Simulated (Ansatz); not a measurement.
Ansatz (a first-principles code) input:
A basis named .json is the Basis Set Exchange file of that set.

Ansatz 0.2 input:
```yaml
crystal:
  periodic: [false, false, false]
  atoms:
    - {symbol: Sc, position_ang: [0.38147081, 0.18478914, 0.12900399]}
    - {symbol: F, position_ang: [-0.65158491, 0.88829231, -1.12099913]}
    - {symbol: F, position_ang: [-0.23851365, -1.31946697, 0.81998983]}
basis:
  gaussian:
    orbitals: def2-QZVPPD.json
    fitting: {mean_field: def2-universal-jkfit, correlation: def2-QZVPPD-RIFIT.json}
magnetization: {spin_polarized: true, initial_magnetization: 1}
correlation: {method: mp2, electrons: outside_noble_gas}
```

Problem. Predict the final energy.

Solution. -959.52604 Eh (RI-MP2/def2-QZVPPD). The basis has 225 functions.

This state (charge 0, doublet) is run at the relaxed geometry of the species with charge 1 and multiplicity 1.
